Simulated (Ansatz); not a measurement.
C2H7AlAsB from Hartree–Fock to CCSD(T)

Cartesian coordinates in Å:
```
Al -0.701 -0.457 -1.905
B 0.407 0.289 -0.256
C 1.293 -0.616 0.639
As -0.378 -0.294 1.743
C -0.122 1.412 0.675
H -0.385 -1.882 -2.557
H -1.929 0.352 -2.533
H 2.053 -0.154 1.274
H 1.547 -1.641 0.382
H -1.371 -0.969 0.781
H -1.000 2.010 0.446
H 0.585 1.951 1.311
```

Total charge 0; spin multiplicity 1. Correlated methods include outer-core shells of As, which these sets cover unevenly. Scalar relativity is left out up to krypton. All single points use the PBE0-D4/def2-TZVP geometry. Frozen core, restricted reference, Ansatz 0.2.0.

```json
{"basis": "def2-SVP", "HF (Eh)": "-2580.12847", "MP2 corr.": "?", "CCSD corr.": "?", "(T)": "-0.02616", "CCSD(T) total": "?"}
{"basis": "def2-TZVPP", "HF (Eh)": "-2580.60596", "MP2 corr.": "-0.80112", "CCSD corr.": "-0.84223", "(T)": "-0.03819", "CCSD(T) total": "-2581.48638"}
{"basis": "def2-QZVPP", "HF (Eh)": "?", "MP2 corr.": "?", "CCSD corr.": "–", "(T)": "–", "CCSD(T) total": "–"}
```

Problem. Fill in the withheld values. (An estimate is asked.)

Solution. The calculation gave: def2-SVP MP2 corr.: -0.66944; def2-SVP CCSD corr.: -0.71760; def2-SVP CCSD(T) total: -2580.87223; def2-QZVPP HF (Eh): -2580.66248; def2-QZVPP MP2 corr.: -1.11627.
